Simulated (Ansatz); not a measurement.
Cartesian coordinates (Å):
```xyz
10

C      2.3759     1.1734     0.7809
C      1.3009     0.7772     0.4107
C      0.0799     0.2656    -0.0087
C     -1.1405     0.4370    -0.4503
C     -0.7611    -0.9557    -0.1762
O     -1.2560    -1.6652     0.9179
H      3.3232     1.5336     1.1060
H     -1.9074     1.1364    -0.7455
H     -0.5564    -1.6642    -0.9750
H     -1.4585    -1.0381     1.6192
```
Charge 0, spin multiplicity 1.

Level of theory: frozen-core CCSD(T)/cc-pVTZ // PBE0-D3(BJ)/def2-TZVP run with Ansatz (a first-principles code). The restricted HF reference is unstable towards unrestricted orbitals.

| Property | Result |
|---|---|
| HF energy | -266.45806 Ha |
| MP2 correlation energy | -1.01004 Ha |

Estimate the CCSD correlation energy, the (T) correction, the total energy and the T1 diagnostic.


| Property | Value |
|---|---|
| CCSD correlation energy | -1.02552 Ha |
| (T) correction | -0.05224 Ha |
| CCSD(T) total energy | -267.53582 Ha |
| T1 diagnostic | 0.012 |
